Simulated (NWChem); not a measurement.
The numbers come from NWChem runs, not from measurements. System: trans-1,3,3,3-tetrafluoropropene (C3H2F4), charge 0, spin multiplicity 1, at a geometry optimised with PBE/def2-SVP. Level: B3LYP/def2-SVP, VWN1-RPA local correlation.

Input file:

```
start mol
memory heap 200 mb stack 900 mb global 1100 mb
geometry units angstroms nocenter noautoz noautosym
  F      2.865641    -0.031828     0.067862
  C      1.595050     0.313559    -0.139521
  C      0.571028    -0.456087     0.255904
  C     -0.851289    -0.061870     0.018165
  F     -1.495464    -0.981210    -0.742630
  F     -1.536747     0.029524     1.184539
  F     -0.957148     1.134540    -0.611969
  H      1.483917     1.279520    -0.659575
  H      0.740808    -1.412352     0.772077
end
basis spherical
  * library def2-svp
end
dft
  xc b3lyp
  semidirect memsize 60000000 filesize 0
  iterations 100
end
task dft energy
```

Output (cleaned and shortened):

```
             Northwest Computational Chemistry Package (NWChem) 7.3.0
             --------------------------------------------------------

                                NWChem Input Module
                                -------------------

 Scaling coordinates for geometry "geometry" by  1.889725989
 (inverse scale =  0.529177249)

                             Geometry "geometry" -> ""
                             -------------------------

 Output coordinates in angstroms (scale by  1.889725989 to convert to a.u.)

  No.       Tag          Charge          X              Y              Z
 ---- ---------------- ---------- -------------- -------------- --------------
    1 F                    9.0000     2.86564100    -0.03182800     0.06786200
    2 C                    6.0000     1.59505000     0.31355900    -0.13952100
    3 C                    6.0000     0.57102800    -0.45608700     0.25590400
    4 C                    6.0000    -0.85128900    -0.06187000     0.01816500
    5 F                    9.0000    -1.49546400    -0.98121000    -0.74263000
    6 F                    9.0000    -1.53674700     0.02952400     1.18453900
    7 F                    9.0000    -0.95714800     1.13454000    -0.61196900
    8 H                    1.0000     1.48391700     1.27952000    -0.65957500
    9 H                    1.0000     0.74080800    -1.41235200     0.77207700

 Effective nuclear repulsion energy (a.u.)     316.1307990833

            Nuclear Dipole moment (a.u.)
            ----------------------------
        X                 Y               Z
 ---------------- ---------------- ----------------
    -0.0000056692     0.0000264562     0.0000151178


 Summary of "ao basis" -> "" (spherical)
 ------------------------------------------------------------------------------
       Tag                 Description            Shells   Functions and Types
 ---------------- ------------------------------  ------  ---------------------
 *                          def2-svp                  on all atoms

                                 NWChem DFT Module
                                 -----------------

 Summary of "ao basis" -> "ao basis" (spherical)
 ------------------------------------------------------------------------------
       Tag                 Description            Shells   Functions and Types
 ---------------- ------------------------------  ------  ---------------------
 F                          def2-svp                 6       14   3s2p1d
 C                          def2-svp                 6       14   3s2p1d
 H                          def2-svp                 3        5   2s1p

 Summary of "ao basis" -> "ao basis" (spherical)
 ------------------------------------------------------------------------------
       Tag                 Description            Shells   Functions and Types
 ---------------- ------------------------------  ------  ---------------------
 F                          def2-svp                 6       14   3s2p1d
 C                          def2-svp                 6       14   3s2p1d
 H                          def2-svp                 3        5   2s1p

            General Information
            -------------------
          SCF calculation type: DFT
          Wavefunction type:  closed shell.
          No. of atoms     :     9
          No. of electrons :    56
           Alpha electrons :    28
            Beta electrons :    28
          Charge           :     0
          Spin multiplicity:     1
          Use of symmetry is: off; symmetry adaption is: off
          Maximum number of iterations: 100
          AO basis - number of functions:   108
                     number of shells:    48
          Convergence on energy requested:  1.00D-06
          Convergence on density requested:  1.00D-05
          Convergence on gradient requested:  5.00D-04

              XC Information
              --------------
                         B3LYP Method XC Potential
                     Hartree-Fock (Exact) Exchange  0.200
                        Slater Exchange Functional  0.800 local
                    Becke 1988 Exchange Functional  0.720 non-local
              Lee-Yang-Parr Correlation Functional  0.810
                  VWN I RPA Correlation Functional  0.190 local

             Grid Information
             ----------------
          Grid used for XC integration:  medium
          Radial quadrature: Mura-Knowles
          Angular quadrature: Lebedev.
          Tag              B.-S. Rad. Rad. Pts. Rad. Cut. Ang. Pts.
          ---              ---------- --------- --------- ---------
          F                   0.50       49          10.0       434
          C                   0.70       49           8.0       434
          H                   0.35       45           9.0       434
          Grid pruning is: on
          Number of quadrature shells:   433
          Spatial weights used:  Erf1

          Convergence Information
          -----------------------
          Convergence aids based upon iterative change in
          total energy or number of iterations.
          Levelshifting, if invoked, occurs when the
          HOMO/LUMO gap drops below (HL_TOL):  1.00D-02
          DIIS, if invoked, will attempt to extrapolate
          using up to (NFOCK): 10 stored Fock matrices.

                    Damping( 0%)  Levelshifting(0.5)       DIIS
                  --------------- ------------------- ---------------
          dE  on:    start            ASAP                start
          dE off:    2 iters        100 iters           100 iters

      Screening Tolerance Information
      -------------------------------
          Density screening/tol_rho:  1.00D-10
          AO Gaussian exp screening on grid/accAOfunc:  14
          CD Gaussian exp screening on grid/accCDfunc:  20
          XC Gaussian exp screening on grid/accXCfunc:  20
          Schwarz screening/accCoul:  1.00D-08

      Superposition of Atomic Density Guess
      -------------------------------------

 Sum of atomic energies:        -511.04303507

      Non-variational initial energy
      ------------------------------

 Total energy =    -513.495279
 1-e energy   =   -1338.306263
 2-e energy   =     508.680186
 HOMO         =      -0.300328
 LUMO         =       0.036410

------------------------------------------------------------
EAF file 0: "./mol.aoints.0" size=524288 bytes
------------------------------------------------------------
               write      read    awrite     aread      wait
               -----      ----    ------     -----      ----
     calls:        1         0         0         0         0
   data(b): 5.24e+05  0.00e+00  0.00e+00  0.00e+00
   time(s): 0.00e+00  0.00e+00  0.00e+00  0.00e+00  0.00e+00
rate(mb/s): 0.00e+00  0.00e+00
------------------------------------------------------------

   convergence    iter        energy       DeltaE   RMS-Dens  Diis-err    time
 ---------------- ----- ----------------- --------- --------- ---------  ------
 d= 0,ls=0.0,diis     1   -514.2607319695 -8.30D+02  2.23D-02  1.94D+00     3.0
 d= 0,ls=0.0,diis     2   -514.1212690236  1.39D-01  1.02D-02  4.07D+00     3.7
 d= 0,ls=0.0,diis     3   -514.4729009161 -3.52D-01  1.80D-03  5.41D-02     4.5
 d= 0,ls=0.0,diis     4   -514.4756406342 -2.74D-03  9.34D-04  1.47D-02     5.2
 d= 0,ls=0.0,diis     5   -514.4767847647 -1.14D-03  3.49D-04  2.83D-03     6.0
  Resetting Diis
 d= 0,ls=0.0,diis     6   -514.4771355326 -3.51D-04  4.23D-05  3.21D-05     6.8
 d= 0,ls=0.0,diis     7   -514.4771383880 -2.86D-06  3.37D-05  7.32D-06     7.5
 d= 0,ls=0.0,diis     8   -514.4771373246  1.06D-06  2.15D-05  1.86D-05     8.3
 d= 0,ls=0.0,diis     9   -514.4771390577 -1.73D-06  2.20D-06  9.63D-08     9.0
 d= 0,ls=0.0,diis    10   -514.4771390695 -1.19D-08  6.53D-07  6.47D-09     9.8

         Total DFT energy =     -514.477139069539
      One electron energy =    -1339.866736799975
           Coulomb energy =      568.077016271139
    Exchange-Corr. energy =      -58.818217623963
 Nuclear repulsion energy =      316.130799083260

 Numeric. integr. density =       55.999998720865

     Total iterative time =      9.3s

                       DFT Final Molecular Orbital Analysis
                       ------------------------------------

 Vector   26  Occ=2.000000D+00  E=-4.086505D-01
              MO Center=  5.9D-01, -3.7D-03,  9.0D-03, r^2= 3.8D+00
   Bfn.  Coefficient  Atom+Function         Bfn.  Coefficient  Atom+Function
  ----- ------------  ---------------      ----- ------------  ---------------
     5      0.269266  1 F  py                31     -0.236625  3 C  s
    33     -0.234589  3 C  py                99      0.232284  8 H  s
   104      0.205678  9 H  s                 60     -0.204176  5 F  px
    88     -0.202095  7 F  px                74     -0.199420  6 F  px
     8     -0.178705  1 F  py                46     -0.179440  4 C  px

 Vector   27  Occ=2.000000D+00  E=-3.963201D-01
              MO Center=  8.8D-01,  2.1D-02,  4.6D-03, r^2= 4.2D+00
   Bfn.  Coefficient  Atom+Function         Bfn.  Coefficient  Atom+Function
  ----- ------------  ---------------      ----- ------------  ---------------
     5      0.352657  1 F  py                32     -0.290904  3 C  px
     8     -0.238148  1 F  py                74      0.222622  6 F  px
    60      0.221028  5 F  px                88      0.199637  7 F  px
    19      0.188464  2 C  py                 6     -0.186754  1 F  pz
    99      0.182592  8 H  s                 46      0.173047  4 C  px

 Vector   28  Occ=2.000000D+00  E=-3.001008D-01
              MO Center=  1.1D+00, -1.4D-01,  9.5D-02, r^2= 2.0D+00
   Bfn.  Coefficient  Atom+Function         Bfn.  Coefficient  Atom+Function
  ----- ------------  ---------------      ----- ------------  ---------------
    34      0.380348  3 C  pz                20      0.316916  2 C  pz
    37      0.252999  3 C  pz                 6      0.251492  1 F  pz
    33      0.204279  3 C  py                 9     -0.194966  1 F  pz
    23      0.171368  2 C  pz                19      0.170192  2 C  py
    36      0.136454  3 C  py                 5      0.135072  1 F  py

 Vector   29  Occ=0.000000D+00  E=-3.255826D-02
              MO Center=  1.0D+00, -1.4D-02,  2.7D-02, r^2= 2.2D+00
   Bfn.  Coefficient  Atom+Function         Bfn.  Coefficient  Atom+Function
  ----- ------------  ---------------      ----- ------------  ---------------
    23      0.511700  2 C  pz                37     -0.461098  3 C  pz
    20      0.445045  2 C  pz                34     -0.346057  3 C  pz
    22      0.274023  2 C  py                36     -0.248352  3 C  py
    19      0.238625  2 C  py                33     -0.185702  3 C  py
     6      0.176199  1 F  pz                 9     -0.172647  1 F  pz

 Vector   30  Occ=0.000000D+00  E= 6.359940D-02
              MO Center=  1.0D+00, -6.1D-01,  3.4D-01, r^2= 4.5D+00
   Bfn.  Coefficient  Atom+Function         Bfn.  Coefficient  Atom+Function
  ----- ------------  ---------------      ----- ------------  ---------------
   105      1.547137  9 H  s                 31     -1.074606  3 C  s
   100     -0.890365  8 H  s                 36      0.517462  3 C  py
    17      0.399579  2 C  s                 21     -0.363440  2 C  px
    22      0.328791  2 C  py                37     -0.279038  3 C  pz
     3      0.274850  1 F  s                 33      0.197854  3 C  py

 Vector   31  Occ=0.000000D+00  E= 8.554445D-02
              MO Center=  1.0D+00,  1.0D+00, -5.4D-01, r^2= 4.0D+00
   Bfn.  Coefficient  Atom+Function         Bfn.  Coefficient  Atom+Function
  ----- ------------  ---------------      ----- ------------  ---------------
   100     -1.878726  8 H  s                 17      1.814333  2 C  s
   105     -0.711908  9 H  s                 22      0.590011  2 C  py
    36     -0.543769  3 C  py                23     -0.321710  2 C  pz
    16      0.313753  2 C  s                 21     -0.301684  2 C  px
    37      0.290702  3 C  pz                87      0.287471  7 F  s

 center of mass
 --------------
 x =  -0.05518286 y =   0.00468423 z =  -0.00354113

 moments of inertia (a.u.)
 ------------------
         344.830919082162         -32.238942723931           0.643742164951
         -32.238942723931        1260.538585986478           9.326258383895
           0.643742164951           9.326258383895        1273.977638607095

     Multipole analysis of the density
     ---------------------------------

     L   x y z        total         alpha         beta         nuclear
     -   - - -        -----         -----         ----         -------
     0   0 0 0     -0.000000    -28.000000    -28.000000     56.000000

     1   1 0 0      0.471708      0.235857      0.235857     -0.000006
     1   0 1 0      0.047396      0.023685      0.023685      0.000026
     1   0 0 1     -0.016279     -0.008147     -0.008147      0.000015

     2   2 0 0    -30.612124   -279.305597   -279.305597    527.999070
     2   1 1 0      0.633155     -8.272592     -8.272592     17.178338
     2   1 0 1     -0.376547      0.390219      0.390219     -1.156986
     2   0 2 0    -26.438015    -59.213304    -59.213304     91.988593
     2   0 1 1     -1.152378      3.529172      3.529172     -8.210722
     2   0 0 2    -27.995458    -54.255282    -54.255282     80.515105

 Task  times  cpu:        9.8s     wall:        9.8s

 Total times  cpu:        9.9s     wall:        9.9s
```
